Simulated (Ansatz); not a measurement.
`N[SiH](F)[SiH2]O` + `[CH3][Zr]([Cl])([Cl])[Cl]` → `C[SiH](F)[SiH2]O` + `[NH2][Zr]([Cl])([Cl])[Cl]`  (redistribution)

Calculated with Ansatz (gas phase, PBE0-D4/def2-TZVP geometries, no zero-point term in ΔE). CBS: MP2 limit from def2 TZ/QZ plus the TZ coupled-cluster correction, frozen cores. DFT in def2-TZVPP. B3LYP here is the variant with VWN-RPA as its local correlation; programs differ in this. Elements past krypton have def2 core potentials. For Zr outer-core shells are correlated without core-valence functions, which leaves a few kJ/mol of doubt a bond. Each species was taken in one conformer, which may not be the lowest.

Task: Is it downhill or uphill in electronic energy at CCSD(T)/CBS, and by how much? (Estimate.)

Result: The calculation gave: Downhill: ΔE = -43.5 kJ/mol.

Task: What do these levels give: revPBE-D4, B3LYP-D4, LC-ωPBE, HF/def2-QZVPP, HF/CBS(def2), MP2/CBS(def2)? (Best estimate.)

Result: The calculation gave: revPBE-D4 -50.0, B3LYP-D4 -46.8, LC-ωPBE -48.8, HF/def2-QZVPP -44.5, HF/CBS(def2) -44.5, MP2/CBS(def2) -43.6 kJ/mol.

Task: What do rigid-rotor, harmonic-oscillator terms from PBE0-D4/def2-TZVP frequencies (298.15 K, 1 bar) make of the CCSD(T)/CBS value? (An estimate is asked.)

Result: Computed: ΔZPE = -0.2 kJ/mol, ΔH = -43.0 kJ/mol, ΔS = 24 J/(mol·K), ΔG = -50.1 kJ/mol. Modes under 50 cm⁻¹ make the entropy rough.

Largest T1 diagnostic among the species: 0.015.

From BLYP to BHLYP (50 % exact exchange), in def2-TZVPP and without D4, ΔE moves by +3.5 kJ/mol. Leaving LDA and LC-ωPBE aside and taking each functional with its dispersion term where it has one, the values, not all of them listed here, spread over 5.3 kJ/mol, from revPBE-D4 to BHLYP-D4. LDA lies +3.5 kJ/mol from PBE without D4.
